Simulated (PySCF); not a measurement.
C4H5, SMILES [C](C=C)=C (connectivity only; charge and spin as stated), charge +1, multiplicity 1. Geometry: PBE0-D3(BJ)/def2-SVP. The multiplicity is an assumed one; other spin states were not compared. The isomer is the one that the SMILES or the coordinates give; other isomers of the formula were not compared. Other conformers were not sampled.

Level of theory: PBE0-D3(BJ)/def2-SVP (PySCF).

Harmonic wavenumbers (cm⁻¹): 213, 239, 377, 548, 575, 865, 868, 925, 983, 1102, 1121, 1272, 1292, 1420, 1600, 1999, 3106, 3166, 3194, 3196, 3287. Rotational constants (GHz): 37.87, 4.636, 4.256; symmetry number 1.

Question: Work out the zero-point energy and the ideal-gas rigid-rotor harmonic-oscillator thermochemistry at 298.15 K and 1 atm.

Answer: ZPE = ½ Σ hcν = ½ × 31346 cm⁻¹ = 187.49 kJ/mol. H − E(el) = 202.75 kJ/mol. Entropy in J/(mol K): translation 158.28, rotation 98.66, vibration 27.91, total 284.85. G − E(el) = 117.82 kJ/mol. Cp = 76.48 J/(mol K).
